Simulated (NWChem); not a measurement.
System: C$_{2}$H$_{7}$AlO$_{2}$; SMILES C[O][AlH][O]C

Here is an NWChem input.

```
start job
memory heap 200 mb stack 900 mb global 1100 mb
geometry units angstroms
  Al    -0.284950     0.158712     0.566937
  H     -0.938849     0.519130     1.861997
  O     -0.776688     1.047242    -0.730436
  C     -1.221788     1.826250    -1.802487
  H     -1.116764     2.886396    -1.559890
  H     -0.636828     1.608731    -2.699031
  H     -2.273894     1.612823    -2.005922
  O      0.812054    -1.066903     0.660140
  C      1.733480    -2.110715     0.785392
  H      2.094503    -2.419097    -0.198401
  H      2.584415    -1.785450     1.388698
  H      1.260948    -2.966552     1.273295
end
basis spherical
  * library def2-svp
end
dft
  xc pbe0
  iterations 150
end
driver
  maxiter 120
end
task dft optimize
```

No frequency run checked for a minimum.

The level has its own optimisation.

Problem. What results follow from this input? (PBE0/def2-SVP.) Quantities: r Al–H (Å); r Al–O (Å); r C–O (Å); r C–H (Å); dipole (D).

Solution. The r Al–H (Å) comes out as 1.566 and the r Al–O (Å) is 1.689. The r C–O (Å) is 1.383. The r C–H (Å) is 1.106. The dipole (D) is 1.94.
